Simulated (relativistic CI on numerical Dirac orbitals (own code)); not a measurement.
## Hyperfine structure of Nd LI, mass number 143

Calculated at this level of theory: Dirac-Coulomb-Breit CI, KLI orbitals optimised for each configuration, model QED (radiative potential, 1s self-energy scaled to tabulated hydrogen-like ionisation energies), unscaled Slater integrals (own radial code, finite nucleus).

Configuration list (outside the closed core 1s2): 2s2.2p6, 2s2.2p5.3s, 2s2.2p5.3p, 2s2.2p5.3d, 2s.2p6.3s, 2s.2p6.3p, 2s.2p6.3d, 2s2.2p5.4s, 2s2.2p5.4p, 2s2.2p5.4d, 2s2.2p5.4f, 2s.2p6.4s, 2s2.2p4.3s2, 2s.2p6.4p, 2s.2p6.4d, 2s.2p6.4f. Levels of other configurations are missing.

Nuclear spin I = 7/2, μ = -1.065 μN, Q = -0.61 b (tables of Stone and Pyykkö). The electronic factors are computed for point nuclear moments, without core polarisation or the Bohr-Weisskopf and QED corrections.

| Level | E (Ry) | A (GHz) | B (GHz) |
| --- | --- | --- | --- |
| 2s2.2p5.3s 3P°_2 | 389.979 | -283.1 | 481 |
| 2s2.2p5.3s 1P°_1 | 390.452 | 34.37 | 234 |
| 2s2.2p5.3p 3D_2 | 398.092 | -153.6 | 480 |
| 2s2.2p5.3p 3D_3 | 408.405 | -79.1 | 347 |
| 2s2.2p5.3p 1P_1 | 408.412 | -80.85 | -130 |
| 2s2.2p5.3p 3P_2 | 409.115 | -78.97 | 1.58 |
| 2s2.2p5.3d 3P°_1 | 417.891 | -61.03 | -163 |
| 2s2.2p5.3d 3F°_3 | 418.113 | -71.18 | 457 |

Levels with J = 0, under 50 % of one LS term, or S terms without an open s electron are left out. Small factors come from cancelling terms and can be off by tens of per cent or more.

At this charge energies of transitions that change n are usually good to better than 1 %, and those within a shell (Δn = 0) to a few per cent.

Problem. Give the hyperfine levels of 2s2.2p5.3s 3P°_2 relative to its centre of gravity.

Solution. With K = F(F + 1) − I(I + 1) − J(J + 1), E = AK/2 + B[¾K(K + 1) − I(I + 1)J(J + 1)]/[2I(2I − 1)J(2J − 1)]: F = 3/2: 2806, F = 5/2: 1883, F = 7/2: 711.8, F = 9/2: -588, F = 11/2: -1861 GHz.

LS names give the leading component of a level, which can be under half, so a name can repeat, a term be missing and a line seem to break the LS rules.
